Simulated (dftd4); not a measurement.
C7H7O, doublet, at a GFN2-xTB geometry; D4 for b3lyp in dftd4.

Input for dftd4:
```
$ dftd4 mol.xyz --func b3lyp --charge 0 --json dftd4.json --noedisp

# file mol.xyz
15

C     -2.77305369    -0.08930861     0.15777734
O     -1.73653823     0.61850538    -0.47369518
C     -0.45150274     0.26462858    -0.21128690
C      0.56983971     0.95387277    -0.82654777
C      1.89273125     0.71169442    -0.66007478
C      2.26777463    -0.32046935     0.20500191
C      1.28276819    -1.04249024     0.84701157
C     -0.06077755    -0.76540013     0.65151389
H     -3.69720812     0.36304611    -0.19889193
H     -2.72260331     0.00669117     1.24778244
H     -2.76288540    -1.15013472    -0.11501725
H      2.64320398     1.29210740    -1.17494675
H      3.31299291    -0.54068682     0.36104075
H      1.55711830    -1.84343879     1.51879527
H     -0.80499138    -1.35079208     1.17042731
```

The log (banner, timings and long lists left out):

```
                    ____  _____ _____     ____  _  _
      -------------|  _ \|  ___|_   _|---|  _ \| || |------------
     |             | | | | |_    | | ___ | | | | || |_           |
     |             | |_| |  _|   | ||___|| |_| |__   _|          |
     |             |____/|_|     |_|     |____/   |_|            |
     |             ===================================           |
     |            E. Caldeweyher, S. Ehlert & S. Grimme          |
     |          Mulliken Center for Theoretical Chemistry        |
     |                    University of Bonn                     |
      -----------------------------------------------------------

Rational (Becke-Johnson) damping: b3lyp-D4-ATM
---------------------
  s6         1.0000
  s8         2.0293
  s9         1.0000
  a1         0.4087
  a2         4.5381
 alp        16.0000
--------------------

Dispersion energy:      -2.2872672894912E-02 Eh

[Info] JSON dump of results written to 'dftd4.json'
```
